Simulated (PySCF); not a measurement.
A structure optimised at PBE-D3(BJ)/def2-SVP, used in a PySCF frequency run:

```xyz
6

Si     0.4656     0.9907     0.0000
O     -0.3758     2.4268     0.0000
I     -0.0384    -0.3490    -2.0104
I     -0.0384    -0.3490     2.0104
H      1.9101     1.3554     0.0000
H     -1.3480     2.3536     0.0000
```

**Question.** Write its SMILES, formula and point group.

**Answer.** O[SiH](I)I, H2I2OSi, Cs

**Question.** What are its rotational constants (standard atomic weights)?

**Answer.** 2.9169, 0.48592, 0.42653 GHz
